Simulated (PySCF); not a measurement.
Isomers of C6H11N2P, one conformer each; single-point electronic energies without zero-point terms and without any empirical dispersion term.

Computed with PySCF at PBE0/pcSseg-1, non-relativistic, each on one gas-phase PBE0-D3(BJ)/def2-SVP geometry that isn't relaxed in the solvent. The solvent is an IEF-PCM continuum (Bondi radii, 1.10 Å for H, scaled by 1.2). Specific hydrogen bonds and non-electrostatic terms are outside this model.

```csv
isomer,"relative energy, gas (kcal/mol)",dipole (D)
`CC(C)(C)C1=NNC=P1`,0.0,2.08
`CN=P1(NC)C=CC=C1`,40.3,3.24
```

Problem. How do the relative energies look in chloroform (ε = 4.711)?

Solution. 
```
             isomer  relative energy, solvent (kcal/mol)  E(solvent) − E(gas) (kcal/mol)  dipole in solvent (D)
`CC(C)(C)C1=NNC=P1`                                  0.0                            -4.8                   2.56
 `CN=P1(NC)C=CC=C1`                                 39.5                            -5.5                   4.19
```

The order is unchanged. Conformers: `[CH3:1][N:2]=[P:3]1([NH:4][CH3:5])[CH:6]=[CH:7][CH:8]=[CH:9]1` with N2–P3–N4–C5 -44°. `CN=P1(NC)C=CC=C1` gains most from the continuum, and it has the largest gas-phase dipole. The gains span 0.7 kcal/mol, the gas-phase energies 40.3 kcal/mol.
